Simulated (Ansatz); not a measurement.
Input for Ansatz (a quantum-chemistry and plane-wave program): R-CCSD(T)/cc-pV(D+d)Z on BH4P (SMILES BP), a point of a torsion scan. Files ending in .json are basis or fitting sets from the Basis Set Exchange.

Ansatz 0.2 input:
```yaml
crystal:
  periodic: [false, false, false]
  atoms:
    - {symbol: B, position_ang: [-0.86091805, -0.00578531, -0.06975956]}
    - {symbol: P, position_ang: [0.97576328, 0.14057428, -0.11266819]}
    - {symbol: H, position_ang: [-1.53125944, 0.85796114, -0.48134550]}
    - {symbol: H, position_ang: [-1.34295120, -0.94097257, 0.43942910]}
    - {symbol: H, position_ang: [1.21348367, 0.92571625, -1.22110887]}
    - {symbol: H, position_ang: [1.38112101, -1.06202798, -0.64567213]}
basis:
  gaussian:
    orbitals: cc-pV_D+d_Z.json
magnetization: {spin_polarized: false}
correlation: {method: ccsd_t, electrons: outside_noble_gas}
scf: {lower_state_search: off}
```

The log:

```
WARN ansatz: RAYON_NUM_THREADS=1 ignored (pool sized by the plan → 1); use --threads N
Functional definition: HF
these checks for a lower state are left out or cut short: stability, starts, cluster_reference, orbital_swaps, neighbouring_geometries, increment
integrals: 0.02 GiB planned
529 factors; integrals over basis functions are off by at most 1.1e-3 eV
mean field: 0.08 GiB planned
mean field evaluation 1: about -10005.4001 eV, gradient 1.3e1 eV
mean field evaluation 2: about -10005.4028 eV, gradient 1.3e1 eV
mean field evaluation 4: about -10006.3578 eV, gradient 1.3e0 eV
mean field evaluation 8: about -10006.3688 eV, gradient 2.7e-4 eV
mean field -10006.36884107 eV, -367.7272723488 hartree, gradient 1.2e-6 eV, S^2 0.000000; 0 other end points of the search recorded, 0 dependent functions left out
6 core orbitals not correlated
reference -10006.36884107 eV, -367.7272723488 hartree; 6, 6 occupied and 45, 45 virtual orbitals, 529 factors
second order -5.76564967 eV of doubles, -0.00000000 eV of singles
coupled cluster: 0.10 GiB planned
cycle   1  -6.57754045 eV  change   -8.1e-1 eV  update   7.2e-2
cycle   2  -6.85669334 eV  change   -2.8e-1 eV  update   2.4e-2
cycle   3  -6.88679446 eV  change   -3.0e-2 eV  update   1.1e-2
cycle   4  -6.88323686 eV  change    3.6e-3 eV  update   5.5e-3
cycle   5  -6.88200092 eV  change    1.2e-3 eV  update   2.0e-3
cycle   6  -6.88211855 eV  change   -1.2e-4 eV  update   5.7e-4
cycle   7  -6.88222273 eV  change   -1.0e-4 eV  update   1.9e-4
cycle   8  -6.88224925 eV  change   -2.7e-5 eV  update   6.9e-5
cycle   9  -6.88223383 eV  change    1.5e-5 eV  update   2.3e-5
cycle  10  -6.88223728 eV  change   -3.4e-6 eV  update   8.2e-6
perturbative correction -0.19356252 eV, -0.0071132913 hartree
Total energy: -10013.44464086 eV, -367.9873031951 hartree
Checks for a lower state left out: stability, starts, cluster_reference, orbital_swaps, neighbouring_geometries, increment
```

The run converged.

Cost: roughly 1.1 core-seconds.
